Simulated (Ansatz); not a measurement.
The cluster CrO3⁻, relaxed as a doublet with UKS PBE-D4/def2-TZVPD in Ansatz, starting from the GFN2-xTB geometry. Force threshold 0.02 eV/Å.

The relaxation made no stability test and no search for a lower SCF solution. The structure comes from a short search, and lower isomers may exist.

Start:

```xyz
4

Cr    0.000    0.000    0.000
O    -0.876    1.296   -0.144
O     1.558    0.083   -0.180
O    -0.682   -1.378    0.324
```

Q: Estimate the energy that the relaxation releases and the steps that it takes.

A: 7.1 kcal/mol, in 5 steps; 5.5 s on 4 threads of Intel Xeon Platinum 8488C on a shared host. The force fell under the threshold at step 4, but the optimiser went on. No frequencies were taken in this run, so the end may be a saddle point.

Q: Does the start keep its bonding and symmetry?

A: By distances, no bond broke or formed. The bond that changes most is Cr1–O2, from 1.57 to 1.64 Å (atoms count from 1). Point group D3h at the start, D3h at the end, both within 0.05 Å.

Q: Predict the relaxed structure.

A: 
```xyz
4

Cr    0.000    0.001    0.004
O    -0.912    1.348   -0.151
O     1.622    0.085   -0.189
O    -0.710   -1.434    0.336
```
Bond lengths: 3 × Cr–O 1.64 Å.
